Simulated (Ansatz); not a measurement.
`OCC[SiH2]O`. The species carries charge 0 and has multiplicity 1.

| atom | x (Å) | y (Å) | z (Å) |
| --- | --- | --- | --- |
| O1 | -0.0786 | -0.8207 | -1.4744 |
| C2 | 0.1133 | -1.3110 | -0.1496 |
| C3 | -0.4680 | -0.3008 | 0.8173 |
| Si4 | 0.2133 | 1.4312 | 0.5526 |
| O5 | -0.2360 | 2.0200 | -0.9161 |
| H6 | 0.3134 | -1.4385 | -2.0953 |
| H7 | -0.3747 | -2.2879 | -0.0397 |
| H8 | 1.1844 | -1.4456 | 0.0507 |
| H9 | -0.2469 | -0.6163 | 1.8429 |
| H10 | -1.5586 | -0.2743 | 0.7206 |
| H11 | 1.6990 | 1.3583 | 0.6895 |
| H12 | -0.3122 | 2.3648 | 1.5812 |
| H13 | -0.2486 | 1.3208 | -1.5796 |

(1) Give the diagnostics of a CCSD(T)/def2-TZVPP run (frozen core, Ansatz). (Best estimate.)

Answers

(1) Computed: T1 = 0.0105, largest single amplitude 0.012, largest double 0.012, (T) share of the correlation energy 3.5 %, 9 CCSD cycles. The RHF solution is stable towards an unrestricted one. T1 lies under the customary mark of 0.02 for closed shells.
